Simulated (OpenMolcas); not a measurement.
2s2 2p2 along the 6-electron sequence

```
Program             : OpenMolcas 26.06
Method              : RASSCF
Basis               : ANO-RCC-VTZP
Scalar Hamiltonian  : DKH2, point nucleus
Spin-orbit coupling : RASSI with atomic mean-field integrals over the reference wave functions, term energies averaged over their components
```

Active space for each ion: 4 electrons in 9 orbitals (RAS2 2s 2p; RAS3 3d, at most 2 electrons).

Computed levels in cm-1 above 3P0:

| Level | C | N+ | O2+ | F3+ | Ne4+ |
| --- | --- | --- | --- | --- | --- |
| 3P1 | 15.1 | 43.5 | 105 | 223 | 398 |
| 3P2 | 45.0 | 130 | 311 | 652 | 1150 |
| 1D2 | 12676 | 17533 | 22214 | 27264 | 32214 |
| 1S0 | 26414 | 36554 | 46446 | 57063 | 67093 |
| weight of 3P in the lowest level (%) | 100 | 100 | 100 | 100 | 100 |

Measured, with the error of the calculation in %. Measured levels: C, N+ from NIST Handbook of Basic Atomic Spectroscopic Data; O2+ from Moore, Selected Tables of Atomic Spectra, NSRDS-NBS 3, section 11; F3+ from Moore, Atomic Energy Levels, vol. I, NSRDS-NBS 35 (1971 reprint of NBS Circular 467, 1949); Ne4+ from NIST levels in Podobedova, Fuhr, Reader and Wiese, J. Phys. Chem. Ref. Data 33, 525 (2004).

```json
{"Level": "3P1", "C": "16.4 (-8.3)", "N+": "48.7 (-10.5)", "O2+": "113 (-7.0)", "F3+": "225 (-1.0)", "Ne4+": "412 (-3.5)"}
{"Level": "3P2", "C": "43.4 (+3.6)", "N+": "131 (-0.9)", "O2+": "", "F3+": "613 (+6.3)", "Ne4+": "1110 (+3.6)"}
{"Level": "1D2", "C": "10193 (+24.4)", "N+": "15316 (+14.5)", "O2+": "20273 (+9.6)", "F3+": "25241 (+8.0)", "Ne4+": "30292 (+6.3)"}
{"Level": "1S0", "C": "21648 (+22.0)", "N+": "32689 (+11.8)", "O2+": "43186 (+7.5)", "F3+": "53544 (+6.6)", "Ne4+": "63914 (+5.0)"}
```

The fine-structure level 3P2 changes by a factor of 25.6 from C to Ne4+. Its fourth root runs 2.59, 3.38, 4.20, 5.05, 5.82, with steps per unit of Z of 0.79, 0.82, 0.85, 0.77; equal steps would mean a (Z - σ)^4 law with constant σ.

1D2 changes by a factor of 2.54 over the same range, with steps per unit of Z of +4860, +4680, +5050, +4950 cm-1.

Active for correlation alone: 3d; no level in the range computed is led by a configuration that fills it, so any true level of that kind is missing. Without dynamic correlation excited terms often stand tens of per cent too high (terms of higher spin than the ground term too low), and those without a measured partner can miss by more than the paired ones (holds for C; N+). Computed and measured levels are paired by configuration, term and J; levels that our copy of the source lacks, or whose pairing is in doubt (as where it misses far off the trend of its configuration), stay unpaired and out of the deviations. Levels of configurations outside the active space are missing.
